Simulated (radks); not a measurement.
Ionisation of the scandium ion Sc+, [Ar] 3d1 4s1, to [Ar] 3d1 as the strength of local exchange is varied. All-electron calculation, scalar-relativistic Kohn-Sham, Slater X-alpha exchange (alpha = 2/3 is LDA exchange), no correlation, spin-unpolarised, spherical densities, finite nucleus; Fermi nuclear charge, rms radius 3.5459 fm. Program: a radial shooting solver on a logarithmic mesh with Libxc functionals.

alpha	E(Sc+) (hartree)	exchange (hartree)	IE (eV)	-e of the level emptied (eV)	<r> of it (bohr)
0.571	-755.37220	-30.01899	11.549	8.525 (4s)	3.473
0.572	-755.42480	-30.07341	11.554	8.531 (4s)	3.472
0.667	-760.43612	-35.27139	12.062	9.040 (4s)	3.398
0.708	-762.60784	-37.53230	12.285	9.267 (4s)	3.367
0.756	-765.15717	-40.19265	12.550	9.536 (4s)	3.330
0.852	-770.27787	-45.55666	13.090	10.090 (4s)	3.260
0.908	-773.27847	-48.71226	13.411	10.421 (4s)	3.220
1.025	-779.57965	-55.36824	14.095	11.133 (4s)	3.139

NIST Atomic Spectra Database: 12.800 eV (measured). The Delta-SCF value meets it near alpha = 0.80. Spin polarisation and multiplet splitting are left out, so open shells lie too high by an amount that depends on their filling.

Beside tabulated values, note that spin-unpolarised runs miss the spin-polarisation part of the exchange energy of open shells.
